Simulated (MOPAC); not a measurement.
MOPAC input (PM6):

```
PM6 FORCE THERMO(298,298) PRECISE LET GEO-OK AUX(PRECISION=9) THREADS=1
HCuO

Cu   -0.34423731 1   -0.15634310 1   -0.26241843 1
O     1.07530695 1    0.38198306 1    0.79905824 1
H     1.07210384 1    1.31369032 1    0.97790937 1
```

From the output:

```
     H    3   0.483332   3.201331   3.518175

          HEAT OF FORMATION =      22.777228 KCALS/MOLE

          ZERO POINT ENERGY       5.896 KCAL/MOL

           NORMAL COORDINATE ANALYSIS (Total motion = 1 Angstrom)

   Root No.       1         2         3

                 1 A'      2 A'      3 A'

                 716.3     921.2    2486.6

           1   -0.1288   -0.0024   -0.0007
           2   -0.0027   -0.0075   -0.0009
           3    0.0000    0.0000    0.0000
           4    0.4877   -0.0419   -0.0266
           5    0.0087    0.0569   -0.0481
           6   -0.0000   -0.0000    0.0000
           7    0.3818    0.8137    0.4672
           8    0.0343   -0.4327    0.8201
           9   -0.0000    0.0000   -0.0000

           MASS-WEIGHTED COORDINATE ANALYSIS (NORMAL COORDINATES)

   Root No.       1         2         3

                 1 A'      2 A'      3 A'

                 716.3     921.2    2486.6

           1   -0.4589   -0.0194   -0.0059
           2   -0.0098   -0.0613   -0.0073
           3    0.0000    0.0000    0.0000
           4    0.8715   -0.1728   -0.1093
           5    0.0156    0.2347   -0.1979
           6   -0.0000   -0.0000    0.0000
           7    0.1713    0.8427    0.4821
           8    0.0154   -0.4481    0.8464
           9   -0.0000    0.0000   -0.0000

          DESCRIPTION OF VIBRATIONS

 VIBRATION          1    1A'         ATOM PAIR     ENERGY CONTRIBUTION    RADIAL
 FREQUENCY           716.28         Cu1 -- O 2         +63.5% (104.1%)    100.0%
 TRANSITION DIPOLE   1.5766         O 2 -- H 3         +36.5% ( 78.9%)     15.3%
 TRAVEL (Ang.)       0.0884
 REDUCED MASS       12.0565
 EFFECTIVE MASS     23.6892
 FORCE CONSTANT      3.6445

 VIBRATION          2    2A'         ATOM PAIR     ENERGY CONTRIBUTION    RADIAL
 FREQUENCY           921.21         O 2 -- H 3         +97.6% ( 99.6%)      3.6%
 TRANSITION DIPOLE   0.2509         Cu1 -- O 2          +2.4% ( 15.7%)     21.2%
 TRAVEL (Ang.)       0.2772
 REDUCED MASS        0.9529
 EFFECTIVE MASS      1.7868
 FORCE CONSTANT      0.4764

 VIBRATION          3    3A'         ATOM PAIR     ENERGY CONTRIBUTION    RADIAL
 FREQUENCY          2486.65         O 2 -- H 3         +99.7% (100.0%)     98.7%
 TRANSITION DIPOLE   1.2659         Cu1 -- O 2          +0.3% (  5.9%)     22.8%
 TRAVEL (Ang.)       0.1690
 REDUCED MASS        0.9491
 EFFECTIVE MASS      1.3474
 FORCE CONSTANT      3.4578

      SYMMETRY NUMBER FOR POINT-GROUP Cs  =  1

          SYSTEM IS A GROUND STATE

 HCuO

          MOLECULE IS NOT LINEAR

          THERE ARE  3 GENUINE VIBRATIONS IN THIS SYSTEM
          THIS THERMODYNAMICS CALCULATION IS LIMITED TO
          MOLECULES WHICH HAVE NO INTERNAL ROTATIONS

                    CALCULATED THERMODYNAMIC PROPERTIES
                                          *
   TEMP. (K)   PARTITION FUNCTION   H.O.F.    ENTHALPY  HEAT CAPACITY ENTROPY
                                   KCAL/MOL   CAL/MOLE    CAL/K/MOL  CAL/K/MOL

 298.00  VIB.     0.1045D+01                    97.8122     1.2706     0.4152
         ROT.     0.3052D+04                   888.2803     2.9808    18.9254
         INT.     0.3189D+04                   986.0925     4.2514    19.3406
         TRA.     0.6990D+27                  1480.4672     4.9680    39.0712
         TOT.                       22.777    2466.5597     9.2194    58.4118

   *: NOTE: HEATS OF FORMATION ARE RELATIVE TO THE
            ELEMENTS IN THEIR STANDARD STATE AT 298K
              (=  Standard Enthalpy of Formation).

            Hvib:  Zero-point energy is not included.
                   frequencies of less than zero cm-1 are not included.
            Hrot = (3/2)RT
            Htra = (3/2)RT + pV = (5/2)RT

            Heat capacity is Cp, not Cv

          For more information, see: HTTP://OpenMOPAC.net/Manual/thermochemistry.html

           FORCE CONSTANT IN CARTESIAN COORDINATES (Millidynes/A)

    ATOM   CHEMICAL       X               Y               Z
   NUMBER   SYMBOL  FORCE CONSTANT  FORCE CONSTANT  FORCE CONSTANT

      1      Cu        4.064661        0.133848       -0.000016
      2       O        4.608918        2.724669       -0.000187
      3       H        1.220271        2.731719       -0.000249

 **********************
 *                    *
 * JOB ENDED NORMALLY *
 *                    *
 **********************

 == MOPAC DONE ==
```
